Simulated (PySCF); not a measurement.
C4H3N2, SMILES [c]1cncnc1, multiplicity 2. Geometry optimised at PBE0-D3(BJ)/def2-SVP. The isomer is the one that the SMILES or the coordinates give; other isomers of the formula were not compared.

The numbers are results of PBE0-D3(BJ)/def2-SVP in PySCF, not measurements.

Harmonic wavenumbers (cm⁻¹): 378, 405, 568, 696, 716, 907, 979, 1003, 1007, 1096, 1151, 1201, 1304, 1331, 1437, 1455, 1580, 1651, 3190, 3192, 3195. Rotational constants (GHz): 6.983, 6.020, 3.233; symmetry number 2.

Problem. Work out the zero-point energy and the ideal-gas rigid-rotor harmonic-oscillator thermochemistry at 298.15 K and 1 atm.

Solution. ZPE = ½ Σ hcν = ½ × 28442 cm⁻¹ = 170.12 kJ/mol. H − E(el) = 183.45 kJ/mol. Entropy in J/(mol K): translation 163.25, rotation 99.98, vibration 15.77, spin 5.76, total 284.76. G − E(el) = 98.55 kJ/mol. Cp = 69.39 J/(mol K).
